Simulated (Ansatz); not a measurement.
`[CH3][Al]([SH])[Br]` + `Cl[BH][GaH2]` → `[CH3][Al]([GaH2])[Br]` + `SBCl`  (redistribution)

Gas-phase electronic energies from Ansatz, PBE0-D4/def2-TZVP geometries. CCSD(T)/CBS adds triple-zeta CCSD(T) − MP2 to the extrapolated MP2 energy (def2 sets, frozen cores). This one scheme is used for every species. Functionals use def2-TZVPP. HSE06 is defined as in plane-wave codes. For Br, Ga outer-core shells are correlated without core-valence functions, which leaves a few kJ/mol of doubt a bond. Scalar relativity is left out up to krypton. One conformer a species, not always the lowest.

```tsv
level	ΔE (eV)
revPBE-D4	-0.18
r2SCAN0	-0.10
HSE06	-0.16
HF/CBS(def2)	-0.03
```

Problem. What does CCSD(T)/CBS give? (Best estimate.)

Solution. Ansatz gave: -0.05 eV. The listed levels differ from it by -0.13, -0.05, -0.11, 0.02 eV.

Largest T1 diagnostic among the species: 0.014.

From BLYP to BHLYP (50 % exact exchange), in def2-TZVPP and without D4, ΔE moves by +0.07 eV. Leaving LDA and LC-ωPBE aside and taking each functional with its dispersion term where it has one, the values, not all of them listed here, spread over 0.12 eV, from PBE-D4 to ωB97M-V.
